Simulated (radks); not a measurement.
Q: Species: Co IV. Configuration: [Ne] 3s1 3p6 3d7 (not the ground configuration). Method: scalar-relativistic Kohn-Sham, PBE, spin-polarised, spherical densities, finite nucleus; open shells are filled with parallel spins first; Fermi nuclear charge, rms radius 3.7875 fm; computed with a radial shooting solver on a logarithmic mesh with Libxc functionals. Some entries of the table are withheld. Estimate them.

| orbital | occ. | eigenvalue (eV) | <r^2> (bohr^2) | <r> (bohr) |
|---|---|---|---|---|
| 1s up | 1 | -7637.537 | 0.004246 | 0.05618 |
| 1s down | 1 | -7636.928 | 0.004246 | 0.05619 |
| 2s up | 1 | -941.1520 | 0.07708 | 0.2555 |
| 2s down | 1 | -938.8717 | 0.07687 | 0.2552 |
| 2p up | 3 | -812.1592 | 0.06218 | 0.2250 |
| 2p down | 3 | -810.2929 | 0.06196 | 0.2246 |
| 3s up | 1 | -144.3190 | 0.6740 | 0.7650 |
| 3s down | 0 | -138.8348 | 0.6833 | 0.7698 |
| 3p up | 3 | (1) | 0.7508 | 0.7998 |
| 3p down | 3 | (2) | 0.7673 | 0.8077 |
| 3d up | 5 | -48.2153 | 1.056 | 0.9173 |
| 3d down | 2 | -43.5125 | 1.153 | 0.9530 |

A: 
(1) 3p up eigenvalue (eV): -107.2275
(2) 3p down eigenvalue (eV): -101.9556
